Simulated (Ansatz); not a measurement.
The same path of AsH₃In (5 atoms, charge 0, multiplicity 2) was run 3 times with different band settings. The coordinate that changes most is the dihedral H4–As1–In2–H5.

The calculation used UKS PBE/def2-SVPD in Ansatz 0.2.0.

Relaxed end points:

```xyz
5
Properties=species:S:1:pos:R:3
As -0.119 -1.284 0.275
In 0.577 1.332 0.470
H -1.428 -1.060 1.055
H -0.807 -0.924 -1.062
H 1.777 1.937 -0.739
```

```xyz
5
Properties=species:S:1:pos:R:3
As -0.106 -1.305 0.109
In 0.630 1.150 -0.784
H -0.926 -0.583 1.201
H -1.326 -1.353 -0.829
H 1.728 2.090 0.303
```

Common settings: movable images 9; climbing image yes; spring 5.0 eV/Å²; start path IDPP; iteration limit 60; end points relaxed.

| run | optimiser | force threshold | largest step |
| --- | --- | --- | --- |
| 1 | quadratic models (default) | 0.05 eV/Å | default |
| 2 | quadratic models (default) | 0.2 eV/Å | default |
| 3 | fire | 0.05 eV/Å | 0.5 Å |

(1) What does each run give, and how far can it be trusted?

Results:

(1) Run 1: converged after 4 iterations, highest image 0.032 eV above the first end. A vibrational analysis at the climbing image gives one clearly imaginary mode, 124i cm⁻¹: a first-order saddle point.
Run 2: converged after 3 iterations, highest image 0.042 eV above the first end. The threshold of 0.2 eV/Å is loose, so the images may lie well off the minimum-energy path. The order of the stationary point at the top wasn't checked.
Run 3: converged after 15 iterations, highest image 0.032 eV above the first end. Another band between the same ends (9 images) ends at a top of the same energy, where a vibrational analysis finds 1 clearly imaginary mode.
